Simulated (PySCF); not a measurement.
**Ionisation energy of In by level of theory**

In [Kr] 4d10 5s2 5p1 (2P) → In⁺ [Kr] 4d10 5s2 (1S), as a difference of total energies. Computed with PySCF 2.14 in dyall-av2z (22s16p12d, 130 functions), with the non-relativistic Hamiltonian (point nucleus). Correlated levels: valence: [Kr] 4d10 frozen; virtual orbitals above 40 to 60 times the deepest correlated orbital energy dropped. The calculations carry no spin-orbit coupling.

```csv
method,ionisation energy (eV)
UHF,5.279
MP2 (valence),5.411
SCS-MP2 (valence),5.390
CCSD (valence),5.475
CCSD(T) (valence),5.492
```

Question: How much does correlation contribute at CCSD(T) (valence)?

Answer: 5.492 − (5.279) = 0.213 eV, measured against UHF.

These non-relativistic numbers lack the scalar-relativistic shift.

For comparison: 5.603 eV (measured; NIST levels, between the centres of gravity of the two terms).
